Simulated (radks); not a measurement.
The mean radii <r> (bohr) of the occupied orbitals of an atom or ion are listed with their occupations. Calculated with a radial shooting solver on a logarithmic mesh with Libxc functionals: scalar-relativistic Kohn-Sham, SCAN, spin-unpolarised, spherical densities, finite nucleus; meta-GGA in the generalised Kohn-Sham scheme; Fermi nuclear charge, rms radius of each element as measured or else 0.836 A^(1/3) + 0.57 fm.

| orbital | occ. | <r> |
|---|---|---|
| 1s | 2 | 0.03186 |
| 2s | 2 | 0.1382 |
| 2p | 6 | 0.1206 |
| 3s | 2 | 0.3783 |
| 3p | 6 | 0.3781 |
| 3d | 10 | 0.3576 |
| 4s | 2 | 0.9454 |
| 4p | 6 | 1.035 |
| 4d | 8 | 1.369 |
| 7s | 1 | 11.45 |

Name the element and its charge.

Answer. Z = 46, palladium, charge +1: Pd+ in [Kr] 4d8 7s1. The 1s radius gives Z: for a bare nucleus <r> = (2 gamma + 1)/(2Z) with gamma = sqrt(1 - (Z/c)^2), 0.03135 bohr for Z = 46, and screening makes it slightly larger (0.03186 here). The occupations add up to 45, and the charge is Z minus that.
